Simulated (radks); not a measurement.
Results of a calculation; reference values are marked as such.
Q: All-electron atom: the mercury ion Hg3+ in [Xe] 4f14 5d9. Level of theory: Dirac Kohn-Sham, PBE, spin-unpolarised, spherical densities, finite nucleus; open shells are shared between the two j in proportion to 2j + 1; Fermi nuclear charge, rms radius 5.4648 fm (a radial shooting solver on a logarithmic mesh with Libxc functionals). Some entries of the table are withheld. Estimate them.

orbital,occ.,eigenvalue (eV),<1/r> (bohr^-1),<r^2> (bohr^2)
1s1/2,2,-83030.69,97.50,0.0003810
2s1/2,2,-14732.99,24.02,0.005741
2p1/2,2,-14141.44,23.98,0.004054
2p3/2,4,-12193.86,19.41,0.005240
3s1/2,2,(1),8.814,0.03725
3p1/2,2,(2),8.729,0.03392
3p3/2,4,(3),7.537,0.04031
3d3/2,4,-2378.666,7.435,0.03086
3d5/2,6,-2286.226,7.166,0.03260
4s1/2,2,-801.1823,3.734,0.1800
4p1/2,2,-686.2813,3.625,0.1832
4p3/2,4,-582.1181,3.212,0.2154
4d3/2,4,(4),3.011,(5)
4d5/2,6,(6),2.916,(7)
5s1/2,2,-151.9871,1.526,0.9104
4f5/2,6,-132.3684,2.554,(8)
4f7/2,8,-128.1734,2.517,(9)
5p1/2,2,-113.9682,1.401,1.058
5p3/2,4,-95.5406,1.251,1.272
5d3/2,3.6,-43.7045,0.9607,2.141
5d5/2,5.4,-41.6337,0.9269,2.285
6s1/2,0,-34.1237,0.5751,(10)
6p1/2,0,-25.7643,0.4914,7.462
6p3/2,0,-23.4802,0.4502,8.738

A: 
(1) 3s1/2 eigenvalue (eV): -3522.107
(2) 3p1/2 eigenvalue (eV): -3254.597
(3) 3p3/2 eigenvalue (eV): -2823.212
(4) 4d3/2 eigenvalue (eV): -393.9332
(5) 4d3/2 <r^2> (bohr^2): 0.2263
(6) 4d5/2 eigenvalue (eV): -374.5096
(7) 4d5/2 <r^2> (bohr^2): 0.2376
(8) 4f5/2 <r^2> (bohr^2): 0.2769
(9) 4f7/2 <r^2> (bohr^2): 0.2847
(10) 6s1/2 <r^2> (bohr^2): 5.557
